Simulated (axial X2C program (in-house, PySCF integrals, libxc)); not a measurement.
# CaSn at several levels of theory

Computed with an in-house relativistic program for diatomic molecules. Spin-free means the one-electron spin-free X2C Hamiltonian; two-component (2c) means X2C with spin–orbit coupling and atomic mean-field two-electron Coulomb and Gaunt terms, so the difference of the two also holds small scalar two-electron terms. Basis: Sn dyall-cv3z [11s12p9d4f1g], Ca dyall-cv3z [11s12p6d4f] (cores contracted in-house); Gaussian nuclei, density fitting, unrestricted open shells. Masses: Sn 119.902 u, Ca 39.963 u.

State, spin-free: M_S = 1, Λ = 0 (beyond evenly filled blocks: π+α, π-α); electrons by block: σα: 16, σβ: 16, π+α: 8, π+β: 7, π-α: 8, π-β: 7, δ+α: 2, δ+β: 2, δ-α: 2, δ-β: 2. Fragments: Sn + Ca.

State, 2c: Ω = 1 (⟨Sz⟩ = 0.98, ⟨Lz⟩ = 0.02 at PBE0); electrons by block: 1/2: 23, -1/2: 24, 3/2: 10, -3/2: 9, 5/2: 2, -5/2: 2. Fragments: Sn + Ca.

```csv
Hamiltonian,level,Re (Å),ωe (cm⁻¹),ωexe (cm⁻¹),Be (cm⁻¹),De (eV),D0 (eV),k (mdyn/Å),μ (D)
spin-free,PBE0,3.002,185.4,0.625,0.0624,1.41,1.39,0.607,4.27
spin-free,HF,3.135,169.6,0.544,0.05721,1.10,1.09,0.508,4.14
spin-free,CCSD,3.113,172.9,0.659,0.05803,0.994,0.984,0.528,n/a
spin-free,CCSD(T),3.113,173.1,0.672,0.05804,1.07,1.05,0.529,n/a
spin-free,BLYP,3.016,179.5,0.685,0.06182,1.27,1.26,0.569,4.42
2c,PBE0,3.004,184.3,0.626,0.06233,n/a,n/a,0.6,4.23
2c,HF,3.138,168.6,0.543,0.05711,n/a,n/a,0.502,4.13
2c,CCSD,3.117,171.5,0.653,0.05791,n/a,n/a,0.52,n/a
2c,CCSD(T),3.116,171.8,0.665,0.05792,n/a,n/a,0.521,n/a
2c,BLYP,3.020,177.3,0.696,0.06167,n/a,n/a,0.555,4.36
```

Correlated methods: 6 electrons correlated (number of frozen shells: Sn 4 s, 3 p, 2 d; Ca 3 s, 2 p), 312 virtual spin orbitals or spinors in MP2, 83 natural virtuals in coupled cluster.

Dipoles are positive if Ca is the positive end.

One determinant describes the state; a PBE0 search over occupations chose it and may have missed a lower one. De is counted from the lowest determinant-based energies of the atoms at the same level, without counterpoise correction. De is not given where an atomic determinant may have missed its ground term or J level, or where the truncated virtual space spoils (T). Density functionals use the spin component along the axis (collinear). Coupled cluster ran in a truncated set of natural virtual spinors; the MP2 energy of the rest was added. (T) has no such correction and the atoms are truncated less, which lowers De at CCSD(T) by a hundredth of an eV or more. PBE0 can misorder states that lie within some tenths of an eV, so this need not be the ground state of the molecule. The nearest other spin-free determinant of the search, M_S = 0, Λ = 2, lies 0.72 eV up at the distance of the search. The functionals have no current-density term, which raises determinants with orbital currents, atoms included. With several unpaired electrons one determinant need not be a pure state. The outer-core s and p shells of the metal are frozen in the correlated rows, which leaves out core–valence correlation; for alkali and alkaline-earth bonds that tends to lengthen them. Open-shell Ω = 0 determinants with evenly filled partner blocks cannot be reached by this program, so the Ω shown need not be the lowest component. This is the Ω = 1 component of a π² triplet; the 0⁺ component is not one determinant and can lie lowest. The determinant is spin-polarised beyond a pure state at some levels (its spin-free form has ⟨S²⟩ too high), which makes Re and μ there less reliable. The T1 diagnostic is large, a sign of multireference character. With the outer-core shells frozen, correlated bond lengths of heavy atoms tend to come out a few hundredths of an ångström too long.

No reliable constants came from MP2 (2c), MP2 (spin-free): no minimum in range, unconverged points, a curve that is not smooth, a change of character along it, or the two Hamiltonians disagreeing along it.

Rough cost a point (2c) on 1 thread(s) of a shared host, integrals apart: PBE0 2.5 s, HF 2.1 s, CCSD(T) 5 s, BLYP 1.1 s.

The whole task took 3.8 min on 1 thread of Arm Neoverse V1 (shared host).
